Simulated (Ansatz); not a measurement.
Computed with Ansatz on PBE0-D4/def2-TZVP structures; ΔE is electronic, products minus reactants. CBS: MP2 limit from def2 TZ/QZ plus the TZ coupled-cluster correction, frozen cores. This one scheme is used for every species, atoms too. Functionals use def2-TZVPP. Open shells (•) are unrestricted, without spin–orbit coupling. Spin–orbit coupling would lower the free atoms: a little for C; clearly for Ge. Bonds to Ge are less sure, by a few kJ/mol each and by 10 to 20 or more in all where they break to atoms, as the def2 sets lack core-valence functions. Scalar relativity is left out up to krypton. Each species was taken in one conformer, which may not be the lowest.

`C[CH2][Ge][CH2]C` → 4 C• + Ge• + 10 H•  (atomization)

```csv
level,ΔE (eV)
LDA (SPW92),65.27
B97M-V,57.83
r2SCAN0-D4,57.31
CAM-B3LYP-D4,57.94
```

(1) What does CCSD(T)/CBS give? (Best estimate.)

Largest T1 diagnostic among the species: 0.011.

Answers

(1) Computed: +57.83 eV. The listed levels differ from it by 7.44, 0.00, -0.52, 0.11 eV.

Leaving LDA and LC-ωPBE aside and taking each functional with its dispersion term where it has one, the values, not all of them listed here, spread over 2.05 eV, from BHLYP-D4 to PBE-D4. LDA lies +6.98 eV from PBE without D4, its usual overbinding. The D4 term adds +0.54 eV with B3LYP and +0.29 eV with PBE0; it sums over pairs of atoms, weighted by their polarisabilities, and B3LYP, whose exchange is more repulsive, gets the larger term. From r2SCAN to r2SCAN0 (25 % exact exchange), in def2-TZVPP and without D4, ΔE moves by −0.51 eV: exact exchange takes away binding that semilocal exchange gives to molecules.

B3LYP here is the variant with VWN-RPA as its local correlation; programs differ in this.

For atomizations the MP2-based limit and the directly extrapolated one differ by several kJ/mol either way, and by 10 to 25 for some Ge, Se and Sn compounds, so smaller differences from it don't rank the levels.
